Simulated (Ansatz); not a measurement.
Geometry optimisation of `COc1ccc(-c2cc3sc(-c4cc5sc(-c6cc7sc(-c8cc9sc(-c%10ccc(C(F)=C(F)F)cc%10)cc9s8)cc7s6)cc5s4)cc3s2)cc1`.

```yaml
crystal:
  periodic: [false, false, false]
  atoms:
    - {symbol: C, position_ang: [-17.696850, -0.004680, -0.519890]}
    - {symbol: O, position_ang: [-16.881170, 0.269130, 0.593810]}
    - {symbol: C, position_ang: [-15.532410, 0.238040, 0.439190]}
    - {symbol: C, position_ang: [-14.780450, 0.529650, 1.580600]}
    - {symbol: C, position_ang: [-13.408110, 0.523690, 1.531760]}
    - {symbol: C, position_ang: [-12.725000, 0.229030, 0.345980]}
    - {symbol: C, position_ang: [-11.280590, 0.228200, 0.309140]}
    - {symbol: C, position_ang: [-10.452210, 0.060720, -0.773150]}
    - {symbol: C, position_ang: [-9.099130, 0.130700, -0.419100]}
    - {symbol: S, position_ang: [-7.607310, 0.004880, -1.283710]}
    - {symbol: C, position_ang: [-6.702360, 0.247580, 0.203860]}
    - {symbol: C, position_ang: [-5.282210, 0.231180, 0.177180]}
    - {symbol: C, position_ang: [-4.462750, 0.053780, -0.913480]}
    - {symbol: C, position_ang: [-3.112480, 0.068550, -0.553010]}
    - {symbol: S, position_ang: [-1.622540, -0.111360, -1.409290]}
    - {symbol: C, position_ang: [-0.717240, 0.065570, 0.087850]}
    - {symbol: C, position_ang: [0.701860, 0.012530, 0.066100]}
    - {symbol: C, position_ang: [1.518780, -0.193400, -1.021820]}
    - {symbol: C, position_ang: [2.870130, -0.154680, -0.667390]}
    - {symbol: S, position_ang: [4.359120, -0.318400, -1.528890]}
    - {symbol: C, position_ang: [5.268860, -0.060240, -0.047090]}
    - {symbol: C, position_ang: [6.689800, -0.061050, -0.068180]}
    - {symbol: C, position_ang: [7.519910, -0.303000, -1.137250]}
    - {symbol: C, position_ang: [8.868080, -0.212070, -0.774770]}
    - {symbol: S, position_ang: [10.367250, -0.418630, -1.600640]}
    - {symbol: C, position_ang: [11.264120, -0.070450, -0.129020]}
    - {symbol: C, position_ang: [12.705790, -0.108120, -0.143500]}
    - {symbol: C, position_ang: [13.388640, -0.701530, -1.210860]}
    - {symbol: C, position_ang: [14.761750, -0.783450, -1.227530]}
    - {symbol: C, position_ang: [15.510240, -0.265890, -0.166140]}
    - {symbol: C, position_ang: [16.961070, -0.349910, -0.115510]}
    - {symbol: F, position_ang: [17.547000, 0.260810, 0.940300]}
    - {symbol: C, position_ang: [17.808000, -0.955620, -0.954920]}
    - {symbol: F, position_ang: [17.471240, -1.622890, -2.051270]}
    - {symbol: F, position_ang: [19.124740, -0.974400, -0.795580]}
    - {symbol: C, position_ang: [14.834560, 0.353380, 0.890790]}
    - {symbol: C, position_ang: [13.460730, 0.431020, 0.904020]}
    - {symbol: C, position_ang: [10.428790, 0.188260, 0.930570]}
    - {symbol: C, position_ang: [9.080190, 0.103330, 0.567760]}
    - {symbol: S, position_ang: [7.579660, 0.288040, 1.406580]}
    - {symbol: C, position_ang: [4.450640, 0.134600, 1.041500]}
    - {symbol: C, position_ang: [3.099540, 0.079350, 0.690190]}
    - {symbol: S, position_ang: [1.610590, 0.246300, 1.552040]}
    - {symbol: C, position_ang: [-1.537900, 0.255340, 1.175920]}
    - {symbol: C, position_ang: [-2.886840, 0.256300, 0.812100]}
    - {symbol: S, position_ang: [-4.377430, 0.425970, 1.671050]}
    - {symbol: C, position_ang: [-7.523070, 0.418990, 1.293870]}
    - {symbol: C, position_ang: [-8.874350, 0.352170, 0.938870]}
    - {symbol: S, position_ang: [-10.369590, 0.474030, 1.793210]}
    - {symbol: C, position_ang: [-13.485840, -0.060740, -0.788260]}
    - {symbol: C, position_ang: [-14.866570, -0.058580, -0.747130]}
    - {symbol: H, position_ang: [-17.531600, 0.717340, -1.326600]}
    - {symbol: H, position_ang: [-18.721250, 0.082560, -0.161010]}
    - {symbol: H, position_ang: [-17.532970, -1.018520, -0.899770]}
    - {symbol: H, position_ang: [-15.304710, 0.757870, 2.494980]}
    - {symbol: H, position_ang: [-12.842950, 0.750520, 2.423700]}
    - {symbol: H, position_ang: [-10.793590, -0.099330, -1.778540]}
    - {symbol: H, position_ang: [-4.831880, -0.082170, -1.913300]}
    - {symbol: H, position_ang: [1.144820, -0.356270, -2.015970]}
    - {symbol: H, position_ang: [7.160150, -0.531700, -2.123660]}
    - {symbol: H, position_ang: [12.822240, -1.117180, -2.031440]}
    - {symbol: H, position_ang: [15.245260, -1.255070, -2.065780]}
    - {symbol: H, position_ang: [15.400730, 0.772290, 1.708250]}
    - {symbol: H, position_ang: [12.966560, 0.919430, 1.729130]}
    - {symbol: H, position_ang: [10.765380, 0.404080, 1.927360]}
    - {symbol: H, position_ang: [4.823460, 0.309620, 2.034090]}
    - {symbol: H, position_ang: [-1.172820, 0.382670, 2.178720]}
    - {symbol: H, position_ang: [-7.152140, 0.582250, 2.289440]}
    - {symbol: H, position_ang: [-12.996180, -0.299200, -1.719670]}
    - {symbol: H, position_ang: [-15.415200, -0.291210, -1.646750]}
basis:
  gaussian: {orbitals: def2-SVP, fitting: {mean_field: def2-universal-jkfit}}
hamiltonian: {xc: pbe, dispersion: d4}
scf: {lower_state_search: "off"}
output: {orbitals: {seedname: orbitals}}
relax: {f_tol: 0.03, max_steps: 70}
```

```sh
$ ansatz run in.yaml --threads 5 --pin off --events-out ev --progress --plain --max-ram 66560MiB --backend cuda --devices 0, --max-vram 37GiB
```

Output, abridged:

```
Functional definition: PBE
  name "PBE"
  cite "Perdew, Burke & Ernzerhof, Phys. Rev. Lett. 77, 3865 (1996) doi:10.1103/PhysRevLett.77.3865"
  parent pbe
  parameter kappa = 0.804
  parameter beta = 0.06672455060314922
  exchange = pbe_x(kappa = kappa, mu = beta*pi^2/3)
  correlation = pbe_c(beta = beta)
these checks for a lower state are left out or cut short: stability, starts, cluster_reference, orbital_swaps, neighbouring_geometries, increment
mean field -137470.48359390 eV, -5051.9470912354 hartree, gradient 1.4e-6 eV, S^2 0.000000; 0 other end points of the search recorded, 0 dependent functions left out
the calculation of the forces begins
relax step   1: F+E_penalty+E_count = -137474.11274183 eV  Δ(F+E_penalty+E_count) = +0.000e0 eV  max|allowed force component| = 1.086e0 eV/Å  Δτ_max = 0.0000 Å  (37 SCF iters, accepted)
these checks for a lower state are left out or cut short: stability, starts, cluster_reference, orbital_swaps, neighbouring_geometries, increment
mean field -137471.00708533 eV, -5051.9663291905 hartree, gradient 2.0e-6 eV, S^2 0.000000; 0 other end points of the search recorded, 0 dependent functions left out
the calculation of the forces begins
relax step   2: F+E_penalty+E_count = -137474.60247225 eV  Δ(F+E_penalty+E_count) = -4.897e-1 eV  max|allowed force component| = 4.567e-1 eV/Å  Δτ_max = 0.1489 Å  (22 SCF iters, accepted)
these checks for a lower state are left out or cut short: stability, starts, cluster_reference, orbital_swaps, neighbouring_geometries, increment
mean field -137471.09599416 eV, -5051.9695965298 hartree, gradient 2.0e-6 eV, S^2 0.000000; 0 other end points of the search recorded, 0 dependent functions left out
the calculation of the forces begins
relax step   3: F+E_penalty+E_count = -137474.67048066 eV  Δ(F+E_penalty+E_count) = -6.801e-2 eV  max|allowed force component| = 9.653e-2 eV/Å  Δτ_max = 0.0974 Å  (22 SCF iters, accepted)
these checks for a lower state are left out or cut short: stability, starts, cluster_reference, orbital_swaps, neighbouring_geometries, increment
mean field -137471.09990383 eV, -5051.9697402076 hartree, gradient 2.0e-6 eV, S^2 0.000000; 0 other end points of the search recorded, 0 dependent functions left out
the calculation of the forces begins
relax step   4: F+E_penalty+E_count = -137474.67187883 eV  Δ(F+E_penalty+E_count) = -1.398e-3 eV  max|allowed force component| = 1.013e-1 eV/Å  Δτ_max = 0.0229 Å  (22 SCF iters, accepted)
these checks for a lower state are left out or cut short: stability, starts, cluster_reference, orbital_swaps, neighbouring_geometries, increment
mean field -137471.10176618 eV, -5051.9698086476 hartree, gradient 1.9e-6 eV, S^2 0.000000; 0 other end points of the search recorded, 0 dependent functions left out
the calculation of the forces begins
relax step   5: F+E_penalty+E_count = -137474.67388761 eV  Δ(F+E_penalty+E_count) = -2.009e-3 eV  max|allowed force component| = 2.257e-2 eV/Å  Δτ_max = 0.0190 Å  (22 SCF iters, accepted)
Total energy: -137474.67399501 eV, -5052.1010856358 hartree
Atom 0 at   -17.901118    -0.016034    -0.554256 Å, force    -0.000997    -0.000411    -0.001022 eV/Å
Atom 1 at   -17.105447     0.271947     0.580208 Å, force     0.007249     0.000488    -0.005526 eV/Å
Atom 2 at   -15.753084     0.247554     0.445942 Å, force    -0.006373    -0.001070     0.001629 eV/Å
Atom 3 at   -15.005631     0.548149     1.606069 Å, force     0.001839    -0.000216    -0.002138 eV/Å
Atom 4 at   -13.614130     0.549103     1.565743 Å, force     0.002860     0.005867    -0.001802 eV/Å
Atom 5 at   -12.903245     0.249116     0.374392 Å, force     0.000584    -0.000323    -0.000007 eV/Å
Atom 6 at   -11.442698     0.247485     0.331081 Å, force    -0.002539    -0.003553    -0.006685 eV/Å
Atom 7 at   -10.604310     0.074582    -0.770388 Å, force     0.011976     0.002098    -0.001726 eV/Å
Atom 8 at    -9.235330     0.127116    -0.410780 Å, force    -0.006318     0.000513     0.012441 eV/Å
Atom 9 at    -7.728446    -0.015044    -1.272719 Å, force    -0.002459     0.002231    -0.000530 eV/Å
Atom 10 at    -6.802431     0.214287     0.219299 Å, force     0.005844    -0.001965     0.015675 eV/Å
Atom 11 at    -5.363555     0.190033     0.179783 Å, force    -0.006194    -0.005074    -0.012425 eV/Å
Atom 12 at    -4.525086     0.013154    -0.924791 Å, force     0.005101    -0.000034     0.003811 eV/Å
Atom 13 at    -3.159668     0.041794    -0.556666 Å, force    -0.005802     0.001622     0.010928 eV/Å
Atom 14 at    -1.650222    -0.113743    -1.411327 Å, force    -0.003717     0.001750     0.000165 eV/Å
Atom 15 at    -0.729419     0.086013     0.088041 Å, force     0.006907     0.002726     0.013423 eV/Å
Atom 16 at     0.708700     0.054451     0.054069 Å, force    -0.005529     0.004837    -0.015144 eV/Å
Atom 17 at     1.549499    -0.150954    -1.044163 Å, force     0.002304    -0.003625     0.006360 eV/Å
Atom 18 at     2.913958    -0.103675    -0.675686 Å, force    -0.004584     0.006429     0.010477 eV/Å
Atom 19 at     4.425193    -0.265859    -1.525696 Å, force    -0.003600     0.000284     0.000079 eV/Å
Atom 20 at     5.342891    -0.016022    -0.032340 Å, force     0.006717     0.002206     0.014615 eV/Å
Atom 21 at     6.782060    -0.034217    -0.066314 Å, force    -0.005332     0.000357    -0.013423 eV/Å
Atom 22 at     7.622411    -0.300354    -1.150544 Å, force     0.002916     0.000515     0.003260 eV/Å
Atom 23 at     8.988002    -0.223095    -0.786797 Å, force    -0.002561     0.004003     0.007027 eV/Å
Atom 24 at    10.499353    -0.443522    -1.618362 Å, force    -0.001325    -0.007357     0.009058 eV/Å
Atom 25 at    11.419296    -0.111242    -0.142829 Å, force    -0.001991     0.008611     0.004136 eV/Å
Atom 26 at    12.876961    -0.158346    -0.163505 Å, force    -0.002603    -0.007658    -0.002001 eV/Å
Atom 27 at    13.586809    -0.756155    -1.235425 Å, force    -0.003923    -0.000552     0.005935 eV/Å
Atom 28 at    14.978641    -0.822329    -1.248279 Å, force    -0.000613    -0.000142     0.003855 eV/Å
Atom 29 at    15.736867    -0.291146    -0.174747 Å, force     0.002583    -0.002681    -0.005780 eV/Å
Atom 30 at    17.194701    -0.336855    -0.109556 Å, force    -0.002711    -0.008249    -0.004039 eV/Å
Atom 31 at    17.761876     0.272820     0.959130 Å, force    -0.004026    -0.002753    -0.000859 eV/Å
Atom 32 at    18.069347    -0.925873    -0.965797 Å, force     0.022571     0.006280     0.000893 eV/Å
Atom 33 at    17.720065    -1.580337    -2.065564 Å, force    -0.007814     0.004444     0.002923 eV/Å
Atom 34 at    19.379475    -0.910155    -0.794152 Å, force    -0.011478     0.005747     0.000911 eV/Å
Atom 35 at    15.035082     0.318089     0.895018 Å, force    -0.004805     0.006002    -0.000908 eV/Å
Atom 36 at    13.642651     0.384409     0.897881 Å, force     0.001163     0.003239    -0.002363 eV/Å
Atom 37 at    10.576515     0.168506     0.933848 Å, force    -0.009986    -0.002402    -0.001145 eV/Å
Atom 38 at     9.210616     0.102720     0.568633 Å, force     0.008723    -0.003942    -0.010367 eV/Å
Atom 39 at     7.698939     0.317928     1.406990 Å, force     0.002634     0.002085    -0.000911 eV/Å
Atom 40 at     4.502054     0.184784     1.066210 Å, force    -0.003626     0.000944    -0.004617 eV/Å
Atom 41 at     3.137773     0.135733     0.698258 Å, force     0.004542     0.001855    -0.011786 eV/Å
Atom 42 at     1.626803     0.307378     1.547051 Å, force     0.003341    -0.004283    -0.000471 eV/Å
Atom 43 at    -1.568604     0.265792     1.191837 Å, force    -0.005119     0.000122    -0.003215 eV/Å
Atom 44 at    -2.933141     0.240203     0.823211 Å, force     0.005080    -0.005323    -0.010677 eV/Å
Atom 45 at    -4.442609     0.392496     1.678575 Å, force     0.002858     0.002297    -0.000777 eV/Å
Atom 46 at    -7.637687     0.393349     1.325098 Å, force    -0.002254     0.000074    -0.005224 eV/Å
Atom 47 at    -9.005012     0.342306     0.964319 Å, force     0.004564    -0.003123    -0.009525 eV/Å
Atom 48 at   -10.513581     0.476319     1.820475 Å, force     0.000925    -0.001761    -0.001150 eV/Å
Atom 49 at   -13.669555    -0.052022    -0.775170 Å, force    -0.000565    -0.000230     0.002542 eV/Å
Atom 50 at   -15.068976    -0.053461    -0.751054 Å, force     0.003685    -0.000293     0.000822 eV/Å
Atom 51 at   -17.724467     0.709391    -1.380362 Å, force    -0.000837    -0.003041     0.003176 eV/Å
Atom 52 at   -18.954402     0.063096    -0.226683 Å, force     0.003095    -0.000264    -0.000399 eV/Å
Atom 53 at   -17.719360    -1.045006    -0.939083 Å, force    -0.000074     0.003909     0.001964 eV/Å
Atom 54 at   -15.550122     0.782296     2.532216 Å, force     0.002772    -0.000017    -0.003660 eV/Å
Atom 55 at   -13.057970     0.796317     2.483824 Å, force    -0.004769    -0.001950    -0.002682 eV/Å
Atom 56 at   -10.973458    -0.075956    -1.792343 Å, force    -0.004738     0.001764     0.006830 eV/Å
Atom 57 at    -4.903774    -0.130006    -1.945467 Å, force    -0.000129     0.000529     0.005392 eV/Å
Atom 58 at     1.172695    -0.326891    -2.060428 Å, force     0.001214     0.001113     0.004800 eV/Å
Atom 59 at     7.246057    -0.545018    -2.152699 Å, force     0.001267    -0.000182     0.005638 eV/Å
Atom 60 at    13.028031    -1.198501    -2.074999 Å, force     0.005057     0.001609     0.001117 eV/Å
Atom 61 at    15.480588    -1.298956    -2.099511 Å, force    -0.002237     0.000642     0.002736 eV/Å
Atom 62 at    15.603080     0.750495     1.729884 Å, force    -0.004193    -0.005033    -0.001842 eV/Å
Atom 63 at    13.135966     0.884018     1.736387 Å, force     0.005427    -0.004710    -0.000914 eV/Å
Atom 64 at    10.943642     0.383602     1.945171 Å, force     0.004130    -0.003718    -0.007761 eV/Å
Atom 65 at     4.878444     0.354660     2.083708 Å, force    -0.000294    -0.000742    -0.005044 eV/Å
Atom 66 at    -1.190922     0.405543     2.213452 Å, force     0.000266    -0.000146    -0.005114 eV/Å
Atom 67 at    -7.256209     0.551144     2.342725 Å, force    -0.002032    -0.001583    -0.004182 eV/Å
Atom 68 at   -13.163616    -0.301195    -1.719252 Å, force    -0.003387    -0.000202     0.002713 eV/Å
Atom 69 at   -15.617764    -0.296200    -1.670754 Å, force     0.001344     0.001413     0.002512 eV/Å
Dipole moment:    -0.981173    -0.095008    -0.283427 e Å
Checks for a lower state left out: stability, starts, cluster_reference, orbital_swaps, neighbouring_geometries, increment
```

Run time 47 s (5 threads of AMD EPYC 7R13 on a shared host and a share (37 GiB) of an NVIDIA H100 80GB HBM3), peak host memory 1.4 GiB.

Single mean-field runs in def2-SVP are fitted with def2-universal-jkfit.
